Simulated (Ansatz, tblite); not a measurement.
Cost and result up the ladder for [GeH5]- (GeH₅⁻) (6 atoms). Charge -1, multiplicity 1. Geometry: PBE0-D4/def2-TZVPD.

```
atom    x (Å)    y (Å)    z (Å)
 Ge1   0.0000  -0.0001   0.0000
  H2   0.7157   1.4049  -0.7041
  H3  -0.7153  -1.4050   0.7045
  H4  -0.9303   0.9205   0.8917
  H5   1.4190  -0.4515   0.5393
  H6  -0.4891  -0.4688  -1.4315
```

Ansatz on 4 threads of Arm Neoverse V1 on a shared host; xTB runs through tblite on one thread. Times are rough, summed over both states, and most runs start from the orbitals of an earlier one. PBE0-D4/def2-TZVPD serves as the yardstick here, not as an exact answer. The other state is a triplet.

The xTB rows come from tblite.

xTB has no spin-polarisation term.

```json
{"level": "GFN2-xTB", "functions": "14", "wall time": "0.002 s"}
{"level": "PBE-D4/def2-TZVPD (with forces)", "functions": "99", "wall time": "1.6 s"}
{"level": "PBE0-D4/def2-TZVPD", "functions": "99", "wall time": "2.2 s"}
{"level": "r2SCAN-D4/def2-TZVPD", "functions": "99", "wall time": "3.3 s"}
```

(1) Estimate what each level gives for the vertical triplet (eV).

Results:

(1) 
| level | vertical triplet (eV) | difference from PBE0-D4/def2-TZVPD (eV) | remarks |
| --- | --- | --- | --- |
| GFN2-xTB | 7.88 | 5.15 | – |
| PBE-D4/def2-TZVPD (with forces) | 2.45 | -0.28 | HOMO above zero (singlet), HOMO above zero (triplet) |
| PBE0-D4/def2-TZVPD | 2.73 | 0.00 | HOMO above zero (singlet), HOMO above zero (triplet) |
| r2SCAN-D4/def2-TZVPD | 2.56 | -0.17 | HOMO above zero (singlet), HOMO above zero (triplet) |
